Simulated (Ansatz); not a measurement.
BrH$_{5}$OSi$_{2}$, SMILES `O[SiH2][SiH2]Br`. The species carries charge 0 and has multiplicity 1. The geometry is a stationary point of PBE0-D4/def2-TZVP. It is one conformer, not always the lowest.

```xyz
9

O    -1.717    1.017   -0.173
Si   -0.582    0.425    0.865
Si    1.197   -0.442   -0.399
Br    0.160   -1.490   -2.095
H    -1.901    0.480   -0.948
H    -1.112   -0.674    1.719
H    -0.160    1.553    1.732
H     2.085    0.581   -1.008
H     2.028   -1.450    0.306
```

(1) What is the dipole moment at PBE/def2-TZVPP? (Estimate.)

(2) And with r2SCAN, B3LYP, ωB97M-V? (An estimate is asked.)

(3) Give the Mulliken charges with PBE, r2SCAN, B3LYP in def2-TZVPP. (Best estimate.)

Answers

(1) Ansatz gave: 0.73 D, with components (0.55, -0.16, 0.46) D in this frame, pointing from negative to positive charge.

(2) The calculation gave: r2SCAN 0.80 D, B3LYP 0.91 D, ωB97M-V 0.92 D.

(3) Ansatz gave: 
| atom | PBE | r2SCAN | B3LYP |
| --- | --- | --- | --- |
| O1 | -0.35 | -0.41 | -0.39 |
| Si2 | 0.37 | 0.45 | 0.43 |
| Si3 | 0.22 | 0.29 | 0.27 |
| Br4 | -0.22 | -0.25 | -0.25 |
| H5 | 0.19 | 0.21 | 0.19 |
| H6 | -0.07 | -0.09 | -0.08 |
| H7 | -0.06 | -0.07 | -0.07 |
| H8 | -0.03 | -0.06 | -0.04 |
| H9 | -0.04 | -0.06 | -0.05 |

B3LYP here is the variant with VWN-RPA as its local correlation; programs differ in this.
